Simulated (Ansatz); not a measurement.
```yaml
crystal:
  periodic: [false, false, false]
  atoms:
    - {symbol: C, position_ang: [-1.165419, 0.747686, -0.880413]}
    - {symbol: Si, position_ang: [-0.176490, -0.761169, -0.332522]}
    - {symbol: In, position_ang: [1.614747, -0.151097, 1.421254]}
    - {symbol: H, position_ang: [-1.914894, 0.460811, -1.621644]}
    - {symbol: H, position_ang: [-0.515273, 1.501094, -1.330291]}
    - {symbol: H, position_ang: [-1.683233, 1.205805, -0.035018]}
    - {symbol: H, position_ang: [0.465194, -1.382374, -1.528053]}
    - {symbol: H, position_ang: [-1.113410, -1.781011, 0.223440]}
    - {symbol: H, position_ang: [1.271037, -0.163064, 3.120171]}
    - {symbol: H, position_ang: [3.217731, 0.323309, 0.963066]}
basis:
  gaussian: {orbitals: def2-TZVP, point_charges: [{charge: 1.00, position_ang: [7.457, -0.488, -0.120]}]}
hamiltonian: {xc: {name: PBE1PBE}}
output: {forces: true}
```

```sh
$ ansatz run in.yaml --threads 2 --pin off --events-out ev --progress --plain --max-ram 4352MiB
```

It prints (some lines left out):

```
Error: YAML parse error: error: line 16 column 19: hamiltonian.xc: no functional is named "PBE1PBE"; the names, which are not case-sensitive, are SVWN5, SPW92, PBE, PBE0, PBEsol, revPBE, revPBE0, RPBE, rPW86-PBE, HSE06, wPBEh, LC-wPBE, HISS, HF, BLYP, B3LYP, B3LYP5, BHLYP, CAM-B3LYP, r2SCAN, r2SCANh, r2SCAN0, r2SCAN50, m-r2SCAN, B97, wB97, wB97X, wB97X-V, B97M-V, wB97M-V, B2PLYP, B2GP-PLYP, PBE0-DH, PBE-QIDH
14 | basis:
15 |   gaussian: {orbitals: def2-TZVP, point_charges: [{charge: 1.00, position_ang: [7.4…
16 | hamiltonian: {xc: {name: PBE1PBE}}
17 | output: {forces: true}
```

In this input the method's name isn't one that the program takes here. The input was rejected before any iteration.
